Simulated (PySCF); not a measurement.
## Energy of N²⁺ (nitrogen, charge +2) between two integer charges

The 2p alpha orbital of [He] 2s2 2p1 is emptied in steps (occupation f), with all orbitals relaxed, ending at [He] 2s2. Computed with PySCF 2.14 in def2-SVP, with the non-relativistic Hamiltonian (point nucleus). The exact energy is a straight line in f; departures are measured from the line between the end points of the same method.

```json
{"f": "1", "UHF (eV)": "0.000", "LDA (eV)": "0.000", "PBE (eV)": "0.000", "PBE0 (eV)": "0.000", "r2SCAN (eV)": "0.000", "LC-wPBE (eV)": "0.000", "BHandHLYP (eV)": "0.000", "wB97X (eV)": "0.000", "BLYP (eV)": "0.000", "CAM-B3LYP (eV)": "0.000"}
{"f": "0.75", "UHF (eV)": "0.113", "LDA (eV)": "-1.754", "PBE (eV)": "-1.733", "PBE0 (eV)": "-1.276", "r2SCAN (eV)": "-1.583", "LC-wPBE (eV)": "-0.741", "BHandHLYP (eV)": "-0.826", "wB97X (eV)": "-0.764", "BLYP (eV)": "-1.740", "CAM-B3LYP (eV)": "-1.001"}
{"f": "0.5", "UHF (eV)": "0.146", "LDA (eV)": "-2.341", "PBE (eV)": "-2.307", "PBE0 (eV)": "-1.697", "r2SCAN (eV)": "-2.087", "LC-wPBE (eV)": "-0.979", "BHandHLYP (eV)": "-1.093", "wB97X (eV)": "-1.003", "BLYP (eV)": "-2.310", "CAM-B3LYP (eV)": "-1.326"}
{"f": "0.25", "UHF (eV)": "0.106", "LDA (eV)": "-1.752", "PBE (eV)": "-1.721", "PBE0 (eV)": "-1.264", "r2SCAN (eV)": "-1.544", "LC-wPBE (eV)": "-0.720", "BHandHLYP (eV)": "-0.811", "wB97X (eV)": "-0.731", "BLYP (eV)": "-1.717", "CAM-B3LYP (eV)": "-0.982"}
{"f": "0", "UHF (eV)": "0.000", "LDA (eV)": "0.000", "PBE (eV)": "0.000", "PBE0 (eV)": "0.000", "r2SCAN (eV)": "0.000", "LC-wPBE (eV)": "0.000", "BHandHLYP (eV)": "0.000", "wB97X (eV)": "0.000", "BLYP (eV)": "0.000", "CAM-B3LYP (eV)": "0.000"}
```

```tsv
method	E(f=0) − E(f=1) (eV)	−ε at f=1 (eV)	−ε at f=0.5 (eV)
UHF	47.514	48.138	47.496
LDA	48.039	38.720	48.042
PBE	48.240	39.011	48.270
PBE0	48.224	41.415	48.255
r2SCAN	48.416	39.911	48.521
LC-wPBE	48.396	44.431	48.448
BHandHLYP	48.367	43.949	48.406
wB97X	48.004	43.902	48.086
BLYP	48.416	39.137	48.474
CAM-B3LYP	48.454	43.105	48.501
```

Orbital energy along the path (eV):

```tsv
f	UHF	LDA	PBE	PBE0	r2SCAN	LC-wPBE	BHandHLYP	wB97X	BLYP	CAM-B3LYP
1	-48.138	-38.720	-39.011	-41.415	-39.911	-44.431	-43.949	-43.902	-39.137	-43.105
0.75	-47.802	-43.345	-43.617	-44.828	-44.255	-46.438	-46.182	-45.999	-43.789	-45.801
0.5	-47.496	-48.042	-48.270	-48.255	-48.521	-48.448	-48.406	-48.086	-48.474	-48.501
0.25	-47.218	-52.741	-52.888	-51.641	-52.629	-50.386	-50.576	-50.066	-53.083	-51.136
0	-46.963	-57.314	-57.296	-54.875	-56.479	-52.120	-52.614	-51.684	-57.403	-53.584
```

Reference removal energy between the ground levels: 47.445 eV (semi-empirical (NIST evaluation); NIST Atomic Spectra Database, ionization energies). The calculation has no spin-orbit coupling. UHF lacks correlation.
